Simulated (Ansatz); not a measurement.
Basis-set extrapolation for C3H6BClO (`CC1(Cl)CBO1`) (PBE0-D4/def2-TZVP geometry, frozen core, the Gaussian-basis code of Ansatz). Multiplicity 1, RHF reference.

```json
{"": "HF", "def2-TZVPP": "-676.260779", "def2-QZVPP": "-676.283424"}
{"": "MP2 correlation", "def2-TZVPP": "-1.027760", "def2-QZVPP": "-1.104298"}
{"": "CCSD(T) correlation", "def2-TZVPP": "-1.120406", "def2-QZVPP": "not run"}
```

Energies in hartree. Use E(X) = E(∞) + A·exp(−7.88·√X) for Hartree–Fock and E(X) = E(∞) + B·X^(−2.97) for correlation, with X = 3 and 4, and add CCSD(T) minus MP2 of the smaller set to the MP2 limit.

Q: What is the CCSD(T) energy at the basis-set limit?

A: HF limit: -676.283424 + (-0.022645) × 0.13774 = -676.28654. MP2 limit: -1.104298 + (-0.076538) × 0.74074 = -1.16099. Higher-order term: -1.120406 − (-1.027760) = -0.09265. Total: -677.54018 hartree, 417.4 kJ/mol below CCSD(T)/def2-TZVPP.
